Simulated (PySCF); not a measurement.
Run record: excited-state job, `CC(C)(C)C(=O)O`.

Computed with TDDFT CAM-B3LYP/def2-SVPD, vertical, gas phase, core orbitals frozen in the response (PySCF 2.14.0, density-fitted response routines). Geometry: GFN2-xTB. The input is one job of a driver script: a line of settings, then coordinates in Å.

Input:
```
{"job": {"kind": "uv", "xc": "CAM-B3LYP", "basis": "def2-SVPD", "nstates": 8, "ntriplets": 3}, "charge": 0, "multiplicity": 1}
C     -0.189631     1.489629    -0.689730
C     -0.079482     0.104521    -0.054973
C     -0.622862    -0.965826    -1.008155
C     -0.843017     0.063017     1.273507
C      1.383368    -0.203546     0.225068
O      2.312041     0.521039    -0.011842
O      1.554035    -1.410533     0.784822
H      0.215056     2.245727    -0.021880
H      0.373041     1.527185    -1.619000
H     -1.230562     1.723626    -0.897632
H     -0.073161    -0.955246    -1.946923
H     -1.671483    -0.770286    -1.219267
H     -0.533052    -1.953060    -0.562523
H     -0.751595    -0.917070     1.733837
H     -1.895907     0.271747     1.099326
H     -0.451114     0.810209     1.960131
H      2.497326    -1.569103     0.945324
```

Question: What does the run print?

Answer: 
```
coarse grid: 13808 points
cycle   1  E = -346.3821031868  dE =  1.052e+00  |g| = 9.343e-01  |ddm| = 8.653e+00
cycle   2  E = -346.2219525176  dE =  1.602e-01  |g| = 1.368e+00  |ddm| = 2.999e+00
cycle   3  E = -346.5504005726  dE = -3.284e-01  |g| = 1.789e-01  |ddm| = 1.844e+00
cycle   4  E = -346.5558702896  dE = -5.470e-03  |g| = 6.669e-02  |ddm| = 3.219e-01
cycle   5  E = -346.5566377137  dE = -7.674e-04  |g| = 1.484e-02  |ddm| = 1.054e-01
cycle   6  E = -346.5566855305  dE = -4.782e-05  |g| = 3.830e-03  |ddm| = 4.289e-02
cycle   7  E = -346.5566893150  dE = -3.784e-06  |g| = 1.008e-03  |ddm| = 1.016e-02
final grid: 132176 points
cycle   8  E = -346.6339436575  dE = -4.735e-05  |g| = 4.467e-03  |ddm| = 1.899e-01
cycle   9  E = -346.6339426279  dE =  1.030e-06  |g| = 5.274e-03  |ddm| = 3.068e-02
cycle  10  E = -346.6339484916  dE = -5.864e-06  |g| = 9.678e-04  |ddm| = 9.580e-03
cycle  11  E = -346.6339486587  dE = -1.670e-07  |g| = 2.788e-04  |ddm| = 1.601e-03
cycle  12  E = -346.6339486741  dE = -1.539e-08  |g| = 8.562e-05  |ddm| = 8.186e-04
cycle  13  E = -346.6339486755  dE = -1.481e-09  |g| = 1.952e-05  |ddm| = 1.729e-04
cycle  14  E = -346.6339486756  dE = -1.011e-10  |g| = 6.560e-06  |ddm| = 6.357e-05
converged SCF energy = -346.6339486756

Static polarisability (au): isotropic 67.332, principal 61.626 69.495 70.876

Singlet excitations
state   eV       nm        f      main configurations
  1   5.8522    211.9   0.00118   H->L+1 0.94
  2   7.3988    167.6   0.04481   H->L 0.86
  3   8.3923    147.7   0.00178   H-1->L 0.74, H-1->L+2 0.10, H-3->L 0.08
  4   8.4018    147.6   0.06140   H->L+2 0.56, H-1->L+1 0.19
  5   8.7119    142.3   0.00813   H-2->L+1 0.84
  6   8.8304    140.4   0.09756   H-1->L+1 0.54, H->L+2 0.23, H-3->L+1 0.12
  7   8.9162    139.1   0.02765   H-3->L+1 0.81, H-1->L+1 0.10
  8   9.0029    137.7   0.00038   H-4->L+1 0.76, H-2->L+1 0.12

Triplet excitations (Tamm-Dancoff, eV): 5.3329 6.3099 7.2109
```

The SCF starts on a coarse grid where the log names one; the energy can jump when the final grid takes over, and dE then counts from the start density on the new grid. H and L stand for HOMO and LUMO; the number after each pair is its weight.

Question: How does the lowest singlet excitation compare with the HOMO–LUMO gap?

Answer: HOMO -9.47 eV and LUMO 0.95 eV give a gap of 10.42 eV; S1 at 5.85 eV lies 4.57 eV below it.

Summary of the converged run: HOMO -9.47 eV, LUMO 0.95 eV; lowest singlet 5.85 eV; lowest triplet 5.33 eV (Tamm–Dancoff); mean polarisability 67.3 au.

The run took 54 s of wall time on an Arm Neoverse V2 with one thread, shared host.

One conformer stands for the species.
Labels such as C1 count atoms from 1, the log's own numbers from 0.
